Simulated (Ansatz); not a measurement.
The same path of CH6AlFSi + H2 (12 atoms, charge 0, multiplicity 1) was run twice with different band settings. Lost on the way: Al1–Si2, H5–H6. Made: Al1–H6, Si2–H5.

These are results of RKS PBE/def2-SVP (Ansatz 0.2.0), not measurements.

Relaxed end points:

```xyz
12
Properties=species:S:1:pos:R:3
Al -0.606 -0.315 0.196
Si 1.550 -0.434 1.370
C -0.892 -0.315 -1.744
F -1.973 -0.516 1.176
H -0.564 2.005 0.637
H -0.794 2.009 -0.103
H 2.657 0.226 0.581
H 1.511 0.234 2.723
H 1.970 -1.867 1.596
H -0.885 -1.366 -2.107
H -1.876 0.116 -2.022
H -0.098 0.222 -2.302
```

```xyz
12
Properties=species:S:1:pos:R:3
Al -1.146 0.530 -0.033
Si 1.619 -0.144 1.409
C -1.063 -0.254 -1.824
F -1.315 -0.532 1.291
H 0.901 0.617 0.294
H -1.402 2.070 0.308
H 3.065 0.228 1.238
H 1.100 0.333 2.726
H 1.421 -1.608 1.184
H -0.605 -1.265 -1.817
H -2.086 -0.360 -2.246
H -0.490 0.384 -2.530
```

Common settings: movable images 7; climbing image yes; optimiser quadratic models (default); start path through a guess of the saddle point; force threshold 0.05 eV/Å; iteration limit 60; end points relaxed.

| run | spring |
| --- | --- |
| 1 | 5.0 eV/Å² |
| 2 | 2.0 to 10.0 eV/Å², energy-weighted |

(1) What does each run give, and how far can it be trusted?

## Answers

(1) Run 1: converged after 20 iterations, highest image 0.979 eV above the first end. A vibrational analysis at the climbing image gives one clearly imaginary mode, 1000i cm⁻¹: a first-order saddle point.
Run 2: converged after 15 iterations, highest image 0.980 eV above the first end. Another band between the same ends (7 images) ends at a top of the same energy, where a vibrational analysis finds 1 clearly imaginary mode.
The orbitals stay closed-shell, which can raise the energy where a bond breaks towards radicals; this wasn't checked here.
